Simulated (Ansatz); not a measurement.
CCSD(T) forces

AsNH$_{4}$ (SMILES N[AsH2]), singlet, at a frame of a short PBE0-D4/def2-SVP trajectory.

```xyz
6
angstrom
N -0.2689 -0.8941 -0.0545
As -0.5379 0.9254 -0.0580
H 0.6756 -1.2365 0.0179
H -0.7949 -1.3539 0.6863
H 0.2998 1.2004 -1.3467
H 0.6741 1.4981 0.7505
```

Computed with Ansatz 0.2.0 (basis: def2-TZVPP); correlated methods freeze the cores. Filled d shells of the heavier atoms are correlated. The def2 sets are not built for correlating such inner shells, so the correlated values are less sure here.

CCSD(T) forces from the calculation:
| atom | Fx | Fy | Fz (eV/Å) |
| --- | --- | --- | --- |
| N1 | -0.205 | -0.659 | 0.350 |
| As2 | 0.920 | 0.754 | -0.433 |
| H3 | 0.264 | 0.168 | -0.089 |
| H4 | 0.008 | 0.270 | -0.224 |
| H5 | -0.537 | -0.179 | 0.454 |
| H6 | -0.450 | -0.353 | -0.058 |

Q: Which atom feels the largest CCSD(T) force, and how large is it?

A: As2, 1.27 eV/Å, along (0.73, 0.60, -0.34).

Root-mean-square difference of the force components from those of CCSD(T): PBE-D4 0.243; r2SCAN-D4 0.076; PBE0-D4 0.080; wB97M-V 0.053 eV/Å.

No T1 diagnostic of these runs exceeds 0.011. These are differences at one structure, and CCSD(T) in triple zeta is itself an approximation.

For scale, one of the runs: CCSD(T)/def2-TZVPP forces, 135 basis functions, launched by `ansatz run in.yaml --threads 2 --pin off --events-out ev --progress --plain --max-ram 3481MiB`. Time: 39 s of wall clock on 2 CPU threads of an AMD EPYC 9R45; the host was shared. Peak host memory: 1.1 GiB.
